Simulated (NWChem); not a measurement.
Species: C3, singlet; SMILES [C]=C=[C]

Program: NWChem. Low-valent species are run as closed-shell singlets; no triplet was tried in these runs. Structure relaxed at the B3LYP/6-31G* (spherical d) level. Gas-phase geometry, NWChem's default radii.

COSMO at M06-2X/def2-SVP gives an electrostatic solvation energy of -1.19 kcal/mol for ε = 4.8. Its surface charges are scaled by f = (ε − 1)/ε.

**Question.** Estimate the value for ε = 78.4 from the scaling alone and compare it with a run.

**Answer.** 
1. f = 0.7917 and 0.9872; their ratio is 1.247.
2. With a rigid solute density the energy is proportional to f: -1.19 × 1.247 = -1.48 kcal/mol.
3. The run gives -1.51 kcal/mol, 0.03 lower; the difference is the response of the solute's density to the stronger field.
